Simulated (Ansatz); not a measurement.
Input:

```yaml
crystal:
  periodic: [false, false, false]
  atoms:
    - { symbol: Ti, position_ang: [-0.286624, -0.413912, -0.23265] }
    - { symbol: F, position_ang: [0.998551, -2.012914, -0.188187] }
    - { symbol: C, position_ang: [1.100816, 0.77124, 0.676073] }
    - { symbol: H, position_ang: [1.732568, -0.127094, 0.671946] }
    - { symbol: O, position_ang: [-0.613426, 0.209248, -1.846789] }
    - { symbol: O, position_ang: [-1.699467, -0.572968, 0.818023] }
    - { symbol: H, position_ang: [0.856148, 1.102616, 1.70289] }
    - { symbol: H, position_ang: [1.531869, 1.582509, 0.061171] }
    - { symbol: H, position_ang: [-1.043152, 0.390667, -2.697866] }
    - { symbol: H, position_ang: [-2.577282, -0.929494, 1.03539] }
basis:
  gaussian: { orbitals: def2-SVP }
hamiltonian:
  xc: pbe
relax:
  f_tol: 0.03
  max_steps: 50
```

Launched with:

```bash
$ ansatz run input.yaml --threads 2 --pin off --max-ram 3072MiB --backend cpu --events-out ev --progress --plain --runs-dir out
```

Hardware: 2 threads of Intel(R) Xeon(R) Platinum 8375C CPU @ 2.90GHz (Ice Lake) (shared host).

Q: Roughly how long does this run take, and how much memory?

A: 44 s, with a peak of 0.18 GiB, for 21 ionic steps.
